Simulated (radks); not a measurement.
Radial electron density D(r) = 4 pi r^2 rho(r) of an atom or ion with 17 electrons. Calculated with a radial shooting solver on a logarithmic mesh with Libxc functionals: non-relativistic Kohn-Sham, LDA (Slater exchange, Perdew-Wang correlation), spin-unpolarised, spherical densities, point nucleus.

r (bohr),D(r) (e/bohr)
0.003672,2.510
0.004593,3.718
0.005747,5.431
0.00719,7.797
0.008995,10.95
0.01125,14.98
0.01408,19.82
0.01761,25.15
0.02204,30.34
0.02757,34.42
0.03449,36.37
0.04315,35.61
0.05398,32.79
0.06808,29.96
0.08517,30.14
0.1066,34.33
0.1333,39.92
0.1668,41.35
0.2086,34.78
0.261,23.10
0.3266,14.38
0.4086,13.23
0.5111,15.11
0.6395,13.06
0.8,7.168
1.001,2.306
1.252,0.3956
1.567,0.03189
1.96,0.001023

What is the nuclear charge?

Answer. Z = 30. The innermost maximum, from 1s, lies near 1/Z = 0.0333 bohr (found: 0.0362), and its height grows with Z. The density is that of the zinc ion Zn13+ in [Ne] 3s2 3p5; the configuration itself is not fixed sharply by these data, and Z only to about a unit. D(r) has 3 maxima, at r = 0.0362, 0.156, 0.528 bohr, and minima at 0.0755, 0.377 bohr, inside which lie 2.09, 10.42 electrons.
